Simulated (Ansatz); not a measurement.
Reaction (cleavage of the In–Si bond): `[CH3][In]([CH3])[SiH3]` + HI → `[CH3][In]([CH3])[I]` + SiH₄

Gas-phase electronic energies from Ansatz, PBE0-D4/def2-TZVP geometries. CCSD(T)/CBS adds triple-zeta CCSD(T) − MP2 to the extrapolated MP2 energy (def2 sets, frozen cores). This one scheme is used for every species. DFT in def2-TZVPP. B3LYP here is the variant with VWN-RPA as its local correlation; programs differ in this. def2 core potentials past Kr. For I, In outer-core shells are correlated without core-valence functions, which leaves a few kJ/mol of doubt a bond.

`[CH3][In]([CH3])[SiH3]`:

Cartesian coordinates in Å:
```
C 0.713 0.924 -1.907
In 0.088 0.103 -0.006
C 0.526 1.260 1.768
Si -1.184 -2.143 0.137
H 0.566 0.221 -2.726
H 0.140 1.831 -2.116
H 1.768 1.205 -1.862
H 0.304 0.711 2.683
H -0.070 2.177 1.758
H 1.578 1.552 1.773
H -0.836 -3.076 -0.973
H -2.655 -1.901 0.052
H -0.938 -2.865 1.418
```

HI:

Cartesian coordinates in Å:
```
I -0.181 0.465 -0.632
H 0.181 -0.465 0.632
```

`[CH3][In]([CH3])[I]`:

Z-matrix (Å, degrees):
```
C
In 1 2.139
H 1 1.090 2 111.7
H 1 1.090 2 109.0 3 121.6
H 1 1.092 2 108.7 3 -120.5
C 2 2.139 1 136.7 3 15.7
I 2 2.705 1 111.7 3 -165.1
H 6 1.090 2 111.7 1 -14.0
H 6 1.092 2 108.6 1 106.6
H 6 1.090 2 108.9 1 -135.6
```

SiH₄:

```xyz
5

Si    0.000    0.000    0.000
H     0.156    1.465   -0.182
H    -0.221   -0.641   -1.321
H    -1.164   -0.268    0.882
H     1.229   -0.555    0.620
```

```json
{"level": "LDA (SPW92)", "ΔE (kJ/mol)": "-125.2", "difference from CCSD(T)/CBS": "23.6"}
{"level": "PBE0-D4", "ΔE (kJ/mol)": "-137.2", "difference from CCSD(T)/CBS": "11.6"}
{"level": "B3LYP-D4", "ΔE (kJ/mol)": "-143.3", "difference from CCSD(T)/CBS": "5.5"}
{"level": "r2SCANh-D4", "ΔE (kJ/mol)": "-144.3", "difference from CCSD(T)/CBS": "4.5"}
{"level": "r2SCAN0-D4", "ΔE (kJ/mol)": "-146.2", "difference from CCSD(T)/CBS": "2.6"}
{"level": "ωB97X-V", "ΔE (kJ/mol)": "-142.9", "difference from CCSD(T)/CBS": "5.9"}
{"level": "PBE-QIDH", "ΔE (kJ/mol)": "-146.6", "difference from CCSD(T)/CBS": "2.2"}
{"level": "BHLYP", "ΔE (kJ/mol)": "-152.7", "difference from CCSD(T)/CBS": "-3.9"}
{"level": "CAM-B3LYP", "ΔE (kJ/mol)": "-143.1", "difference from CCSD(T)/CBS": "5.7"}
{"level": "LC-ωPBE", "ΔE (kJ/mol)": "-136.9", "difference from CCSD(T)/CBS": "11.9"}
{"level": "HF/def2-SVP", "ΔE (kJ/mol)": "-166.4", "difference from CCSD(T)/CBS": "-17.6"}
{"level": "MP2/def2-SVP", "ΔE (kJ/mol)": "-155.9", "difference from CCSD(T)/CBS": "-7.1"}
{"level": "MP2/def2-TZVPP", "ΔE (kJ/mol)": "-152.1", "difference from CCSD(T)/CBS": "-3.3"}
{"level": "CCSD(T)/def2-TZVPP", "ΔE (kJ/mol)": "-139.7", "difference from CCSD(T)/CBS": "9.1"}
{"level": "HF/CBS(def2)", "ΔE (kJ/mol)": "-169.6", "difference from CCSD(T)/CBS": "-20.8"}
{"level": "MP2/CBS(def2)", "ΔE (kJ/mol)": "-161.1", "difference from CCSD(T)/CBS": "-12.3"}
{"level": "CCSD(T)/CBS", "ΔE (kJ/mol)": "-148.8", "difference from CCSD(T)/CBS": "0"}
```

Largest T1 diagnostic among the species: 0.012.

Leaving LDA and LC-ωPBE aside and taking each functional with its dispersion term where it has one, the values, not all of them listed here, spread over 24.6 kJ/mol, from BHLYP-D4 to revPBE-D4. LDA lies +4.8 kJ/mol from PBE without D4. In def2-TZVPP, CCSD(T) changes the Hartree–Fock value by +29.5 kJ/mol (the triples alone add +1.4 kJ/mol) and MP2 by +17.2 kJ/mol. From BLYP to BHLYP (50 % exact exchange), in def2-TZVPP and without D4, ΔE moves by −14.8 kJ/mol.

CCSD(T)/CBS has its own doubt, a few kJ/mol and more with outer-core shells, so smaller differences from it don't rank the levels.
